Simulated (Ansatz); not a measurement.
Consider the ligand exchange at the Si–C bond: `O[SiH](Cl)C1=CN1` + `[OH][GeH3]` → `O[SiH](Cl)[O][GeH3]` + `C1=CN1`.

Gas-phase electronic energies from Ansatz, PBE0-D4/def2-TZVP geometries. CBS: MP2 limit from def2 TZ/QZ plus the TZ coupled-cluster correction, frozen cores. For Ge outer-core shells are correlated without core-valence functions, which leaves a few kJ/mol of doubt a bond. Scalar relativity is left out up to krypton. Each species was taken in one conformer, which may not be the lowest.

`O[SiH](Cl)C1=CN1`:

Z-matrix (Å, degrees):
```
Si
Cl 1 2.051
C 1 1.822 2 105.8
O 1 1.628 2 112.4 3 121.5
H 1 1.472 2 108.4 3 -121.3
C 3 1.281 1 159.5 2 5.7
N 3 1.562 1 138.7 2 161.4
H 4 0.959 1 118.2 2 -76.4
H 6 1.077 3 152.6 1 -12.4
H 7 1.024 3 107.9 1 90.3
```

`[OH][GeH3]`:

```xyz
6

O     0.118    0.291   -1.336
Ge    0.055    0.067    0.432
H    -0.311   -0.421   -1.814
H     0.783    1.290    0.994
H     0.767   -1.243    0.821
H    -1.412    0.018    0.902
```

`O[SiH](Cl)[O][GeH3]`:

```xyz
10

O    -1.240   -1.488    0.199
Si    0.063   -1.125   -0.717
Cl   -0.619   -0.392   -2.520
O     0.953   -0.034    0.057
Ge    0.558    1.493    0.901
H    -2.035   -1.784   -0.246
H     0.899   -2.299   -1.014
H     1.749    2.418    0.634
H     0.417    1.159    2.391
H    -0.745    2.052    0.316
```

`C1=CN1`:

Z-matrix (Å, degrees):
```
C
N 1 1.502
C 1 1.269 2 65.0
H 1 1.074 2 138.0 3 -172.9
H 2 1.024 1 107.6 3 -98.5
H 3 1.074 1 156.4 2 -168.1
```

```csv
species,CCSD(T)/def2-TZVPP energy (Eh)
`O[SiH](Cl)C1=CN1`,-957.04887
`[OH][GeH3]`,-2153.15031
`O[SiH](Cl)[O][GeH3]`,-2977.83828
`C1=CN1`,-132.39893
```

Work out ΔE.

ΔE = (-2977.83828) + (-132.39893) − (-957.04887) − (-2153.15031) = -0.03803 Eh = -99.8 kJ/mol. CCSD(T)/CBS gives -99.9 kJ/mol.

Largest T1 diagnostic among the species: 0.012.

From PBE to PBE0 (25 % exact exchange), in def2-TZVPP and without D4, ΔE moves by −8.8 kJ/mol. In def2-TZVPP, CCSD(T) changes the Hartree–Fock value by +16.5 kJ/mol (the triples alone add +4.0 kJ/mol) and MP2 by +19.5 kJ/mol.
